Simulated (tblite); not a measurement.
Species: C6H5BrCl (doublet state).
Bonds: Cl1–C2, C2–C3 (double), C3–C4, C4–C5 (double), C5–Br6, C5–C7, C7–C8, C2–C8. Hydrogens: H9 on C3; H10 on C4; H11 on C7; H12, H13 on C8.
Bond orders are those of one Lewis drawing.

Computed with GFN2-xTB (tblite), gas phase: L-BFGS steps from a force-field or distance-geometry start until the largest atomic force falls under 0.01 eV/Å.

Step 27: E = -652.2492 eV
```
atom  x, y, z in Å  |  force x, y, z in eV/Å
Cl1    -2.5049    1.6477    0.6452   -0.007  -0.015  -0.008
C2     -1.0551    0.7992    0.2745    0.009   0.018   0.019
C3      0.0916    1.4778   -0.0025    0.023   0.002   0.006
C4      1.2728    0.7951   -0.3101    0.008   0.004  -0.017
C5      1.2478   -0.6076   -0.3667   -0.010  -0.002  -0.012
Br6     2.8550   -1.5049   -0.8719    0.020  -0.017   0.003
C7      0.1414   -1.3387   -0.0978   -0.010   0.028   0.039
C8     -1.1353   -0.6899    0.3226   -0.001   0.046   0.012
H9      0.1017    2.5571    0.0085   -0.031  -0.011  -0.003
H10     2.1814    1.3343   -0.5153   -0.004   0.003  -0.014
H11     0.1535   -2.4146   -0.1556   -0.007  -0.030  -0.004
H12    -1.3878   -1.0011    1.3501   -0.011  -0.052  -0.020
H13    -1.9666   -1.0541   -0.2988    0.022   0.026  -0.002
```

Step 28: E = -652.2496 eV
```
atom  x, y, z in Å  |  force x, y, z in eV/Å
Cl1    -2.5046    1.6475    0.6443   -0.027  -0.002  -0.001
C2     -1.0554    0.7994    0.2760    0.033   0.017   0.014
C3      0.0913    1.4775   -0.0025    0.041   0.008   0.011
C4      1.2733    0.7952   -0.3097    0.004   0.005  -0.019
C5      1.2483   -0.6078   -0.3648   -0.016   0.005  -0.015
Br6     2.8554   -1.5048   -0.8731    0.011  -0.016   0.008
C7      0.1417   -1.3384   -0.0946    0.005   0.007   0.018
C8     -1.1357   -0.6893    0.3239    0.012   0.020   0.007
H9      0.1017    2.5571    0.0090   -0.033  -0.017  -0.007
H10     2.1815    1.3348   -0.5187   -0.022  -0.007  -0.005
H11     0.1532   -2.4150   -0.1570   -0.009   0.000   0.008
H12    -1.3904   -1.0028    1.3500   -0.014  -0.045  -0.017
H13    -1.9647   -1.0531   -0.3005    0.015   0.025  -0.002
```

Step 29: E = -652.2499 eV
```
atom  x, y, z in Å  |  force x, y, z in eV/Å
Cl1    -2.5047    1.6472    0.6432   -0.034   0.007   0.004
C2     -1.0550    0.7999    0.2775    0.040   0.010   0.015
C3      0.0918    1.4775   -0.0022    0.039   0.010   0.015
C4      1.2738    0.7953   -0.3100   -0.001   0.002  -0.017
C5      1.2485   -0.6079   -0.3636   -0.012   0.006  -0.016
Br6     2.8557   -1.5050   -0.8744   -0.002  -0.012   0.013
C7      0.1420   -1.3382   -0.0909    0.018  -0.009  -0.008
C8     -1.1358   -0.6883    0.3251    0.022  -0.009   0.002
H9      0.1009    2.5569    0.0095   -0.027  -0.011  -0.011
H10     2.1814    1.3351   -0.5216   -0.026  -0.011  -0.002
H11     0.1526   -2.4153   -0.1576   -0.010   0.025   0.020
H12    -1.3931   -1.0051    1.3494   -0.017  -0.032  -0.011
H13    -1.9627   -1.0516   -0.3022    0.008   0.024  -0.004
```

Step 30: E = -652.2502 eV
```
atom  x, y, z in Å  |  force x, y, z in eV/Å
Cl1    -2.5055    1.6468    0.6420   -0.024   0.009   0.005
C2     -1.0540    0.8006    0.2792    0.031   0.000   0.021
C3      0.0928    1.4776   -0.0015    0.018   0.008   0.019
C4      1.2742    0.7954   -0.3108   -0.005  -0.004  -0.011
C5      1.2484   -0.6080   -0.3631    0.001   0.004  -0.018
Br6     2.8556   -1.5055   -0.8763   -0.012  -0.007   0.017
C7      0.1427   -1.3380   -0.0873    0.023  -0.024  -0.029
C8     -1.1355   -0.6873    0.3261    0.024  -0.032   0.000
H9      0.1001    2.5567    0.0105   -0.016   0.003  -0.014
H10     2.1808    1.3355   -0.5243   -0.017  -0.010  -0.003
H11     0.1525   -2.4157   -0.1559   -0.009   0.046   0.028
H12    -1.3960   -1.0085    1.3482   -0.018  -0.016  -0.006
H13    -1.9605   -1.0493   -0.3045    0.005   0.023  -0.008
```

**Question.** Estimate the geometry and energy of step 31. (The exact step hangs on the optimiser's Hessian estimate; all steps are aligned on step 30, rigid shifts and turns removed.)

**Answer.** E = -652.2505 eV, largest force 0.056 eV/Å
```
atom  x, y, z in Å  |  force x, y, z in eV/Å
Cl1    -2.5067    1.6465    0.6406    0.000   0.004   0.004
C2     -1.0526    0.8013    0.2813    0.010  -0.011   0.029
C3      0.0942    1.4780   -0.0003   -0.011   0.001   0.022
C4      1.2744    0.7955   -0.3118   -0.010  -0.009  -0.006
C5      1.2484   -0.6080   -0.3632    0.014   0.000  -0.018
Br6     2.8549   -1.5063   -0.8788   -0.016  -0.003   0.020
C7      0.1437   -1.3381   -0.0841    0.017  -0.022  -0.040
C8     -1.1349   -0.6867    0.3268    0.018  -0.038  -0.001
H9      0.0993    2.5566    0.0116   -0.004   0.017  -0.016
H10     2.1799    1.3360   -0.5268    0.000  -0.007  -0.008
H11     0.1528   -2.4158   -0.1521   -0.005   0.048   0.029
H12    -1.3993   -1.0124    1.3464   -0.017   0.000  -0.004
H13    -1.9584   -1.0463   -0.3073    0.005   0.019  -0.011
```

The energy changes by -0.0003 eV. The first-order estimate −F·Δx gives -0.0004 eV and the mean of the old and new forces, exact on a quadratic surface, -0.0003 eV. The step makes an angle of 69° with the force vector and moves no atom by more than 0.005 Å.

What follows is the cost of the whole relaxation. On an Arm Neoverse V1 with one thread, shared host with 32 logical CPUs at a one-minute load of 5.6, this took 0.4 s.
